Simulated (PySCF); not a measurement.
1,3-dithiane (C₄H₈S₂), SMILES C1SCSCC1. Geometry optimised at PBE0-D3(BJ)/def2-SVP. One conformer was computed; it need not be the lowest.

The numbers are results of PBE0-D3(BJ)/def2-SVP (PySCF), not measurements.

Harmonic wavenumbers (cm⁻¹): 176, 209, 322, 324, 343, 472, 663, 697, 700, 771, 793, 820, 917, 936, 1023, 1081, 1099, 1167, 1190, 1226, 1260, 1301, 1316, 1377, 1400, 1428, 1433, 1446, 3050, 3055, 3057, 3066, 3121, 3140, 3142, 3163. Rotational constants (GHz): 3.291, 2.318, 1.493; symmetry number 1.

Problem. Work out the zero-point energy and the ideal-gas rigid-rotor harmonic-oscillator thermochemistry at 298.15 K and 1 atm.

Solution. ZPE = ½ Σ hcν = ½ × 50685 cm⁻¹ = 72.46 kcal/mol. H − E(el) = 76.99 kcal/mol. Entropy in cal/(mol K): translation 40.27, rotation 27.74, vibration 11.31, total 79.32. G − E(el) = 53.34 kcal/mol. Cp = 25.80 cal/(mol K).
